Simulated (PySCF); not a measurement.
## Computed properties of ReF₆, SMILES [F][Re+]([F])([F])([F])([F])[F], charge +1, multiplicity 1

ReF₆, SMILES [F][Re+]([F])([F])([F])([F])[F], charge +1, multiplicity 1. Coordinates come from a B3LYP-D3(BJ)/def2-SVP optimisation. The multiplicity is an assumed one; no other spin state was optimised. The isomer is the one that the SMILES or the coordinates give; other isomers of the formula were not compared. The def2 effective core potentials stand for the cores of Re; spin–orbit coupling is left out. The values are those of a single conformer. All values are computed for the isolated molecule unless a solvent is named; none is compared with measurement here.

**Structure.** The optimised structure has Oh symmetry. All 15 harmonic modes at B3LYP-D3(BJ)/def2-SVP (PySCF) are real, so it is a minimum. With heavy atoms numbered as in [Re+:1]([F:2])([F:3])([F:4])([F:5])([F:6])[F:7], the shortest bond between them is Re1–F2 at 1.805 Å and the longest Re1–F7 at 1.805 Å.

**Vibrations.** The strongest infrared lines (harmonic, unscaled, degenerate partners summed) lie at 798 cm⁻¹ (514 km/mol, F 84 %, Re 16 %), 260 cm⁻¹ (80 km/mol, F 78 %, Re 22 %). The softest mode is at 142 cm⁻¹ and the zero-point energy is 9.9 kcal/mol.

**Electronic structure.** HF/def2-TZVP (PySCF) places the frontier levels at -25.22 and -10.62 eV, a gap of 14.60 eV and a mean polarisability of 38.4 bohr³. PBE/def2-TZVP (PySCF) at the same geometry gives -17.45 and -13.33 eV, so its gap is 10.48 eV narrower. An orbital gap is neither the optical nor the fundamental gap.

**Excitations.** TDA-PBE0/def2-SVPD (PySCF) has S1 at 4.52 eV (274 nm, f = 0.000, dark); the most intense of the 10 singlets computed lies at 4.54 eV (f = 0.00). Strengths of degenerate partners are summed. T1 (TDA) is at 3.85 eV, 0.67 eV under S1. TDA-PBE/def2-SVPD (PySCF) puts S1 at 4.06 eV. No vertical singlet excitation falls in the visible range (under 3.1 eV).
